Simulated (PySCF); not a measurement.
Si: excitation energy

Si [Ne] 3s2 3p2 (3P) → Si [Ne] 3s1 3p2 4s1 (5P), as a difference of total energies. All numbers are calculated (PySCF 2.14, scalar relativity by spin-free X2C-1e, in aug-cc-pVDZ-DK (5s4p2d, 27 functions)). Correlated levels: valence: [Ne] frozen. The calculations carry no spin-orbit coupling.

| method | excitation energy (eV) |
| --- | --- |
| UHF | 8.693 |
| MP2 (valence) | 9.599 |
| SCS-MP2 (valence) | 9.897 |
| CCSD (valence) | 9.939 |
| CCSD(T) (valence) | 9.970 |
| CCSDT (valence) | 9.981 |
| FCI (valence) | 9.982 |

Question: How much does correlation contribute at CCSD(T) (valence)?

Answer: 9.970 − (8.693) = 1.277 eV, measured against UHF.

The upper state lies above the first ionisation limit, but in LS coupling its spin forbids autoionisation to the ground ion. A Rydberg-like electron needs more diffuse functions than a valence basis has.

The promoted electron is Rydberg-like, and one or two diffuse shells describe it only roughly, which tends to raise the upper state.
